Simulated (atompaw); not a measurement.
**lithium: one change to a PAW (atompaw) potential, before and after**

| Property | Result |
| --- | --- |
| Element | Li (Z = 3) |
| Generator | atompaw 4.2.0.5 |
| Type | PAW |
| Functional | PBE |
| Relativity | scalar-relativistic |
| Frozen core | none |
| Valence charge | 3 |
| Reference configuration | 1s2 2s1 2p0 |
| Partial waves | 1s (bound): rc 0.75 bohr; 2s (bound): rc 3.00 bohr; 2p (bound, empty): rc 3.00 bohr; 2p channel at 1.3 Ry: rc 3.00 bohr |
| Local potential | troulliermartins scheme with l = 2 at 1 Ry, radius 2.00 bohr |
| Core correction | none |
| Augmentation charge | besselshape compensation charge, radius 2.35 bohr; PAW radius 3.00 bohr; waves and projectors: custom rrkj vanderbiltortho |

Change: all radii scaled by about 0.76 (s 0.58, p 2.28 bohr); local potential troulliermartins scheme with l = 2 at 1 Ry, radius 1.52 bohr; augmentation besselshape compensation charge, radius 1.78 bohr; PAW radius 2.28 bohr; waves and projectors: custom rrkj vanderbiltortho.

Cutoffs: the cutoffs (Ry, on a coarse ladder) from which the occupation-weighted sum of valence levels, in a spherical-Bessel basis at the reference potential, stays within 10 and 1 mRy of its value at 400 Ry; they do not see the model core or the augmentation charge, which bear on the density cutoff.

What does the change do?

The potential gets harder (80 Ry and 100 Ry → 140 Ry and 160 Ry); neither file shows a bound ghost. A smaller radius makes the pseudo-wave follow the all-electron one further in, where it bends more sharply, so more plane waves are needed.

```json
{"quantity": "cutoff, loose", "base": "80 Ry", "changed": "140 Ry"}
{"quantity": "cutoff, tight", "base": "100 Ry", "changed": "160 Ry"}
{"quantity": "bound ghosts", "base": "none", "changed": "none"}
{"quantity": "lowest overlap eigenvalue by channel", "base": "s 0.50, p 0.92", "changed": "s 0.51, p 0.97"}
```

 The cutoffs see the waves, projectors and local potential, not the compensation charge or the core.
